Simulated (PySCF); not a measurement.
# Dipole response of Ne⁺ (neon, charge +1)

[He] 2s2 2p5, 2P determinant. Calculation: PySCF 2.14, in aug-cc-pVTZ (5s4p3d2f, 46 functions); no relativity, point nucleus. Coupled (time-dependent) response in atomic units; α is the mean over directions.

```tsv
method	mean α (bohr³)	α xx, yy, zz	C₆ (like pair)	S(−4)
UHF	1.236	1.304, 1.202, 1.202	2.153	0.4650
PBE	1.376	1.421, 1.353, 1.353	2.461	0.6364
PBE0	1.329	1.383, 1.303, 1.303	2.358	0.5745
M06-2X	1.330	1.398, 1.296, 1.296	2.343	0.5817
B97-3	1.340	1.392, 1.314, 1.314	2.379	0.5852
```

S(−4) is the Cauchy moment in α(ω) = α(0) + S(−4) ω² + …

α(iu) at UHF:

| u (hartree) | α(iu) (bohr³) |
| --- | --- |
| 0 | 1.236 |
| 0.0500 | 1.235 |
| 0.100 | 1.232 |
| 0.200 | 1.218 |
| 0.300 | 1.196 |
| 0.500 | 1.134 |
| 0.750 | 1.035 |
| 1.00 | 0.9283 |
| 1.50 | 0.7320 |
| 2.00 | 0.5765 |
| 3.00 | 0.3726 |
| 5.00 | 0.1863 |

A single London oscillator, α(iu) = α/(1 + u²/ω²), gives C₆ = (3/4) ω α². Matching the computed C₆ needs ω = 4 × 2.153 / (3 × 1.236²) = 1.88 hartree.

For an ion, C₆ is the dispersion term alone; charge-induced terms of lower order in 1/R come first.

The components differ because the open shell of this determinant is not spherical; for a pure term their mean is the scalar polarisability.
